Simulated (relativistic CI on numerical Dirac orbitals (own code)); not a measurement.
Computed by Dirac-Coulomb-Breit CI, orbitals from a KLI potential per configuration, model QED (radiative potential, 1s self-energy scaled to tabulated hydrogen-like ionisation energies), unscaled Slater integrals (own radial code, finite nucleus).

CI space (outside the closed core 1s2): 2s2.2p5, 2s.2p6, 2p6.3s, 2p6.3p, 2p6.3d, 2s2.2p4.3s, 2s2.2p4.3p, 2s2.2p4.3d, 2s.2p5.3s, 2s.2p5.3p, 2s.2p5.3d, 2s2.2p4.4s, 2s2.2p4.4p, 2s2.2p4.4d, 2s2.2p4.4f, 2s.2p5.4s, 2s.2p5.4p, 2s.2p5.4d, 2s.2p5.4f, 2s2.2p3.3s2, 2s2.2p4.5s, 2s2.2p3.3s.3p, 2s2.2p4.5p, 2s2.2p4.5d, 2s2.2p4.5f, 2s2.2p4.5g, 2s2.2p3.3p2, 2s2.2p3.3s.3d, 2s2.2p3.3p.3d, 2s.2p4.3s2, 2s2.2p3.3d2, 2s.2p4.3s.3p, 2s.2p5.5s, 2s.2p4.3p2, 2s.2p4.3s.3d, 2s.2p5.5p. Levels of other configurations are missing.

At this charge energies of transitions that change n are usually good to better than 1 %, and those within a shell (Δn = 0) to a few per cent.

Outline of the computed level scheme of Mo XXXIV. Lowest level of each configuration: 2s2.2p5 2P°_3/2 at 0.00 eV; 2s.2p6 2S_1/2 at 331.07 eV; 2s2.2p4.3s 4P_5/2 at 2459.80 eV; 2s2.2p4.3p 4P°_3/2 at 2520.47 eV; 2s2.2p4.3d 4D_3/2 at 2623.23 eV.

Some strong electric-dipole decays among the lowest 45 levels: 2s2.2p4.3d 2D_5/2 → 2s2.2p5 2P°_3/2 (9.4e+13 s⁻¹); 2s2.2p4.3d 2D_5/2 → 2s2.2p5 2P°_3/2 (8.5e+13 s⁻¹); 2s2.2p4.3d 2D_3/2 → 2s2.2p5 2P°_3/2 (7.2e+13 s⁻¹); 2s2.2p4.3d 2P_1/2 → 2s2.2p5 2P°_3/2 (6.6e+13 s⁻¹); 2s2.2p4.3d 2D_3/2 → 2s2.2p5 2P°_3/2 (5.6e+13 s⁻¹); 2s2.2p4.3d 4F_5/2 → 2s2.2p5 2P°_3/2 (4.6e+13 s⁻¹); 2s2.2p4.3s 2P_3/2 → 2s2.2p5 2P°_3/2 (1.8e+13 s⁻¹); 2s2.2p4.3s 2S_1/2 → 2s2.2p5 2P°_1/2 (1.4e+13 s⁻¹).

LS names give the leading component of a level, which can be under half, so a name can repeat, a term be missing and a line seem to break the LS rules.
